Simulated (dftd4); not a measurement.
C$_{8}$H$_{12}$Sn, singlet, geometry from GFN2-xTB (such geometries of metal compounds can be far from the true shape); D4 for pbe (dftd4).

Here is a job for dftd4.
```
$ dftd4 mol.xyz --func pbe --charge 0 --json dftd4.json --noedisp --grad

# file mol.xyz
21

C     -2.34956217     1.98384491    -0.10175669
C     -1.31431038     1.62809920     0.63354554
Sn     0.11122402     0.07558467     0.09454479
C     -0.30611682    -1.70543337     1.27356854
C     -1.40849447    -1.90148357     1.97024161
C     -0.05378305    -0.38416470    -2.02350741
C     -0.48326960    -1.52892442    -2.51764415
C      2.12594803     0.77630803     0.52546259
C      3.14597075     0.69349121    -0.30643983
H     -2.56400531     1.52412988    -1.05263064
H     -3.03546011     2.75783006     0.21275599
H     -1.14440948     2.12330475     1.58003164
H      0.45915531    -2.46966498     1.26446482
H     -2.19855318    -1.16972481     2.01274545
H     -1.57413943    -2.80792449     2.53531719
H      0.23777051     0.40764976    -2.70055144
H     -0.78748174    -2.34847672    -1.88748130
H     -0.55216069    -1.70204623    -3.58252119
H      2.27726639     1.21717371     1.50148224
H      4.12960787     1.05481756    -0.04166517
H      3.05291553     0.26327375    -1.29000798
```

What the program printed (banner, timings and long lists left out):

```
                    ____  _____ _____     ____  _  _
      -------------|  _ \|  ___|_   _|---|  _ \| || |------------
     |             | | | | |_    | | ___ | | | | || |_           |
     |             | |_| |  _|   | ||___|| |_| |__   _|          |
     |             |____/|_|     |_|     |____/   |_|            |
     |             ===================================           |
     |            E. Caldeweyher, S. Ehlert & S. Grimme          |
     |          Mulliken Center for Theoretical Chemistry        |
     |                    University of Bonn                     |
      -----------------------------------------------------------

Rational (Becke-Johnson) damping: pbe-D4-ATM
---------------------
  s6         1.0000
  s8         0.9595
  s9         1.0000
  a1         0.3857
  a2         4.8069
 alp        16.0000
--------------------

Dispersion energy:      -2.0581399172035E-02 Eh

Gradient norm:           1.6363858658424E-03 Eh/a0
--------------------------------------------------
     #    Z           dE/dx      dE/dy      dE/dz
--------------------------------------------------
     1    6 C    -3.464E-04  3.633E-04 -6.359E-06
     2    6 C    -3.191E-04  5.021E-04  1.312E-04
     3   50 Sn    1.085E-04  7.432E-05  9.607E-05
     4    6 C    -5.923E-05 -4.621E-04  4.116E-04
     5    6 C    -1.713E-04 -3.349E-04  3.343E-04
     6    6 C    -3.735E-05 -1.616E-04 -6.097E-04
     7    6 C    -6.800E-05 -2.410E-04 -4.538E-04
     8    6 C     5.137E-04  1.950E-04  1.448E-04
     9    6 C     4.401E-04  1.103E-04  1.366E-06
    10    1 H    -1.163E-04  1.031E-04  1.160E-06
    11    1 H    -6.487E-05  5.822E-05 -3.538E-06
    12    1 H    -5.988E-05  1.058E-04  4.094E-05
    13    1 H     6.698E-07 -1.052E-04  8.149E-05
    14    1 H    -5.833E-05 -1.099E-04  9.567E-05
    15    1 H    -3.690E-05 -5.766E-05  5.468E-05
    16    1 H    -1.085E-05 -1.471E-05 -1.397E-04
    17    1 H    -2.133E-05 -7.035E-05 -1.370E-04
    18    1 H    -1.586E-05 -4.433E-05 -7.716E-05
    19    1 H     1.017E-04  4.038E-05  3.951E-05
    20    1 H     7.841E-05  1.769E-05 -4.936E-06
    21    1 H     1.426E-04  3.148E-05 -4.719E-07
--------------------------------------------------

Virial:
--------------------------------------------------
      component           x          y          z
--------------------------------------------------
          x       1.092E-02  1.024E-04 -5.518E-04
          y       1.024E-04  9.506E-03 -6.936E-05
          z      -5.518E-04 -6.936E-05  9.821E-03
--------------------------------------------------

[Info] Dispersion results written to 'dftd4.txt'
[Info] JSON dump of results written to 'dftd4.json'
```
